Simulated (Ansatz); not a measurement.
`[OH][SnH2][AlH2]` + `[AlH2][SH]` → `[AlH2][S][AlH2]` + `[OH][SnH3]` at 500 K and 1 bar (cleavage of the Al–Sn bond).

Program: Ansatz. Geometries: PBE0-D4/def2-TZVP. ΔE: electronic, gas phase. CCSD(T)/CBS adds triple-zeta CCSD(T) − MP2 to the extrapolated MP2 energy (def2 sets, frozen cores). This one scheme is used for every species. def2 core potentials past Kr. For Sn outer-core shells are correlated without core-valence functions, which leaves a few kJ/mol of doubt a bond. One conformer a species, not always the lowest.

| species | CCSD(T)/CBS energy (Eh) | H − E (kJ/mol) | S (J/(mol·K)) |
| --- | --- | --- | --- |
| `[OH][SnH2][AlH2]` | -534.20940 | 149.6 | 418.2 |
| `[AlH2][SH]` | -641.61836 | 86.7 | 303.7 |
| `[AlH2][S][AlH2]` | -884.26538 | 117.2 | 377.2 |
| `[OH][SnH3]` | -291.59405 | 117.0 | 327.9 |

H − E and S are ideal-gas, rigid-rotor, harmonic terms from PBE0-D4/def2-TZVP, for one conformer and one mirror image of each species. 1 Eh = 2625.50 kJ/mol, R = 8.31446 J/(mol·K).

Question: By hand: ΔE, ΔH, ΔS and ΔG.

Answer: ΔE = (-884.26538) + (-291.59405) − (-534.20940) − (-641.61836) = -0.03167 Eh = -83.1 kJ/mol. Δ(H − E) = 117.2 + 117.0 − 149.6 − 86.7 = -2.1, so ΔH = -85.2 kJ/mol. ΔS = 377.2 + 327.9 − 418.2 − 303.7 = -16.8 J/(mol·K). ΔG = -85.2 − 500 × (-16.8)/1000 = -76.8 kJ/mol.

Question: By hand: the equilibrium constant, and the temperature at which ΔG would vanish if ΔH and ΔS stayed fixed.

Answer: log₁₀ K = −ΔG/(RT ln 10) = 8.0. ΔG = 0 at ΔH/ΔS = 5071 K, far beyond where these terms or the molecules hold.

ΔH outweighs TΔS. A doubt of 5 kJ/mol in ΔE shifts log₁₀ K by 0.5 here. Other conformers and mirror images would add mixing entropy, several J/(mol·K) or more a flexible species. Modes under 60 cm⁻¹, often nearly free rotors, make the harmonic entropy too high. These are equilibria of isolated gas molecules and say nothing of rates. Largest T1 diagnostic: 0.014 (customary marks: 0.02 for closed shells, 0.045 for open ones).
